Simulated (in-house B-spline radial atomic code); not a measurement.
A fraction x of an electron is removed from 5d in neutral cerium, starting from [Xe] 4f1 5d1 6s2 and keeping the highest spin. Computed with a radial B-spline atomic code at the basis-set limit: scalar-relativistic (X2C) LDA exchange-only, spin-polarised, spherical fractional occupations, Fermi nucleus of rms radius 4.8771 fm.

```
   x  E(x) - E(0) (eV)  5d up level (eV)
   0            0.0000            -2.563
 0.1            0.2852            -3.143
0.13                 ?                 ?
0.26            0.8648            -4.111
0.41            1.5520            -5.058
 0.5            2.0335            -5.644
0.62            2.7585            -6.443
0.65            2.9548            -6.646
0.79            3.9525            -7.611
0.88                 ?                 ?
   1            5.7066                 -
```

**Question.** What belongs in the row x = 0.13?

**Answer.** An energy change of 0.3821 eV; 5d up at -3.321 eV.

**Question.** What belongs in the row x = 0.88?

**Answer.** An energy change of 4.6659 eV; 5d up at -8.244 eV.

**Question.** Check Janak's theorem between x = 0.26 and 0.41.

**Answer.** The slope of the energy is 4.58 eV; the orbital levels give 4.58 eV (-ε of the emptying orbital, averaged over the two points).
